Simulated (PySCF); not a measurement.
# Reading the logs of faulty runs: GeH8N2Si

These are calculations, not measurements. They come from PySCF 2.14.0, an open-source quantum chemistry program, on an isolated molecule that a program drew, which may never have been made. The molecule is GeH8N2Si (charge 0, singlet), drawn as the SMILES string `N[SiH](N)[GeH3]`.

Each row is a Hartree-Fock (HF) and frozen-core CCSD(T) single point in the cc-pV(D+d)Z basis, meant for a local HF minimum. Run 1 is clean. Each other run has one planted mistake out of seven kinds, and not every kind appears here: one electron removed, one electron added, multiplicity raised by two, geometry at a saddle point, minimal basis STO-3G, one bond length entered in bohr, all coordinates scaled. The reference is restricted for singlets and unrestricted otherwise, and also for a bond in bohr. Adding or removing an electron swaps singlet and doublet. Electrons count all cores. HOMO and LUMO are orbital energies over both spins, the gradient is its largest component, and the lowest frequency (negative if imaginary) is given only where the gradient is small. Bond lengths are over the 11 bonds as drawn. T1 is the CCSD diagnostic: over 0.02 (restricted) or 0.045 (unrestricted) a single reference is doubtful. Germanium has the cc-pVDZ-PP basis, with a core potential (ECP10MDF) in place of its 10 inner electrons, and its 3s, 3p and 3d shells are frozen in CCSD(T).

Geometry of the clean run:
```xyz
12
GeH8N2Si, angstrom
N    -0.6956    1.6213   -0.7119
Si   -0.3163    0.8793    0.7922
N    -1.7783    0.7634    1.6885
Ge    0.5670   -1.3585    0.6527
H    -1.3332    1.1737   -1.3438
H     0.0274    2.0967   -1.2184
H     0.7455    1.7434    1.3717
H    -2.3186    1.5959    1.8417
H    -1.8343    0.1569    2.4848
H     1.9634   -1.3592    0.0075
H    -0.3300   -2.2680   -0.2042
H     0.7052   -2.0268    2.0324
```

| run | electrons | basis functions | <S^2> | HOMO (eV) | LUMO (eV) | gradient (hartree/bohr) | lowest frequency (cm^-1) | mean bond (Å) | longest bond (Å) | T1 | HF (hartree) | CCSD(T) (hartree) | mistake |
|---|---|---|---|---|---|---|---|---|---|---|---|---|---|
| 1 | 68 | 114 | 0.000 | -9.58 | 3.89 | 3.5e-05 | 88 | 1.4512 | 2.410 | 0.0113 | -695.92900 | -696.54566 | no fault |
| 2 | 69 | 114 | 0.759 | 3.00 | 8.50 | 5.0e-02 | - | 1.4512 | 2.410 | 0.0184 | -695.80134 | -696.44053 | one electron added |
| 3 | 68 | 114 | 0.964 | -7.98 | 1.01 | 9.7e-03 | - | 1.6461 | 4.554 | 0.0160 | -695.84164 | -696.43634 | one bond length entered in bohr |
| 4 | 68 | 114 | 2.021 | -3.04 | -1.51 | 3.0e-02 | - | 1.4512 | 2.410 | 0.0342 | -695.70014 | -696.32548 | multiplicity raised by two |
| 5 | 68 | 114 | 0.000 | -9.57 | 4.14 | 4.1e-02 | - | 1.3859 | 2.301 | 0.0105 | -695.90280 | -696.51142 | ? |

**Which mistake was planted in run 5, and what did it cost?**

The mean and the longest bond both change by the same factor, 0.955, and the gradient is no longer small. So the mistake is: all coordinates scaled. Subtracting run 1 and multiplying by 627.51 kcal/mol a hartree, the energy moved by 16.4 kcal/mol in HF and 21.5 kcal/mol in CCSD(T).

Cautions from the logs. Run 2: the HOMO is above zero, so the electron isn't bound and the energy depends on the basis.
